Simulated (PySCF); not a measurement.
BrF2H2NSi, SMILES N[Si](F)(F)Br.

Coordinates come from a PBE-D3(BJ)/def2-SVP optimisation. The structure was generated by enumeration, and PubChem lists no compound with its InChIKey, so it may never have been made. One conformer was computed; it need not be the lowest.

Calculation: PBE-D3(BJ)/def2-SVP in PySCF.

Frequencies are harmonic and unscaled.

```
mode  ν (cm⁻¹)  IR (km/mol)  moving atoms (share of kinetic energy)
----  --------  -----------  --------------------------------------
1           75         12.3                          H 70 %, F 25 %
2          171         11.4          F 35 %, N 34 %, H 16 %, Br 9 %
3          218          0.0         F 60 %, Si 17 %, H 15 %, Br 8 %
4          260          2.9                 F 43 %, Br 40 %, N 15 %
5          300          9.5          H 34 %, F 31 %, N 27 %, Si 8 %
6          304         25.8                 F 62 %, Si 23 %, N 11 %
7          379        136.8                          H 73 %, N 23 %
8          470        205.3        Si 55 %, F 19 %, N 13 %, Br 10 %
9          785          1.5                  H 72 %, N 16 %, F 12 %
10         797        152.7                 F 49 %, Si 26 %, N 21 %
11         945        144.9                 Si 47 %, N 28 %, F 17 %
12         973        152.8                         Si 50 %, F 42 %
13        1484         60.3                          H 89 %, N 11 %
14        3503         55.0                                  H 96 %
15        3600         51.6                           H 91 %, N 9 %
```
